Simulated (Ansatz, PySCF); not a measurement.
C2H9NSi2, SMILES N1([SiH3])C[SiH2]C1.

Geometry: B3LYP-D3(BJ)/def2-SVP. The structure was generated by enumeration, and PubChem lists no compound with its InChIKey, so it may never have been made.

Vertical ionisation energy (IE) and electron affinity (EA) in eV. Rows of orbital energies are one-electron estimates. Where ΔSCF, EOM or ADC give a negative EA the extra electron is unbound and the value depends on the basis.

| level | IE | EA |
|---|---|---|
| −ε(HOMO), −ε(LUMO), PBE0/def2-TZVP (PySCF) | 6.39 | 0.06 |
| −ε(HOMO), −ε(LUMO), PBE/def2-TZVP (PySCF) | ___ | ___ |
| ΔSCF, PBE0/def2-TZVPD (Ansatz), final states of multiplicity 2 and 2 | 8.18 | -0.97 |
| ΔSCF, PBE/def2-TZVPD (Ansatz), final states of multiplicity 2 and 2 | 8.08 | -0.79 |

Q: Fill in the missing entries. (The exact figures need the calculation; the answer reports its results.)

A: 
- −ε(HOMO), −ε(LUMO), PBE/def2-TZVP (PySCF), IE: 5.10
- −ε(HOMO), −ε(LUMO), PBE/def2-TZVP (PySCF), EA: 0.90

Q: What vertical singlet–triplet gap does ΔSCF give with PBE0/def2-TZVPD (Ansatz, a program for electronic structure) and with PBE/def2-TZVPD (Ansatz)? (The exact figures need the calculation; the answer reports its results.)

A: 4.89 and 4.55 eV (triplet above singlet where positive).
